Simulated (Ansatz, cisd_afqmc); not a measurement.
System: C$_{5}$H$_{7}$N, charge 0, singlet. C5H7N (2-methyl-1H-pyrrole, SMILES Cc1ccc[nH]1).
B3LYP-D3(BJ)/def2-TZVP minimum from Ansatz (a quantum-chemistry and plane-wave program):
```
C
N 1 1.3739
H 2 1.0042 1 124.68
C 2 1.3743 3 124.95 1 -180.00
C 4 1.3716 2 107.48 3 180.00
C 1 1.3759 2 106.86 3 -180.00
H 4 1.0761 5 131.19 6 -180.00
H 5 1.0771 4 125.81 7 0.00
H 6 1.0777 1 125.21 2 180.00
C 1 1.4892 2 121.99 3 0.00
H 10 1.0890 1 109.79 2 -180.00
H 10 1.0942 11 107.64 1 -122.16
H 10 1.0942 11 107.64 12 -115.68
```
Charge 0, spin multiplicity 1.

Total energies in cc-pVTZ, 32 correlated electrons, 6 frozen orbitals. UHF or UKS for unpaired electrons; spin-orbit terms are left out. Cores are frozen in correlated methods. No relativity. AFQMC/CISD: phaseless, guided by CISD from CCSD amplitudes; bars are statistical, one sigma. Outlying blocks are dropped, and bars are widened where a walk drifts. Over all cases where full CI ran beside it in this data, AFQMC minus full CI had a median of +0.1 mEh and passed +0.4 mEh in a tenth of the cases.

| method | program | energy (Eh) | minus AFQMC/CISD (mEh) |
|---|---|---|---|
| HF | Ansatz | -247.93665 | 1101.4 ± 0.7 |
| MP2 | Ansatz | -248.95949 | 78.6 ± 0.7 |
| CCSD | Ansatz | -248.98559 | 52.5 ± 0.7 |
| CCSD(T) | Ansatz | -249.03721 | 0.8 ± 0.7 |
| AFQMC/CISD | cisd_afqmc | -249.0381 ± 0.0007 | 0.0 |
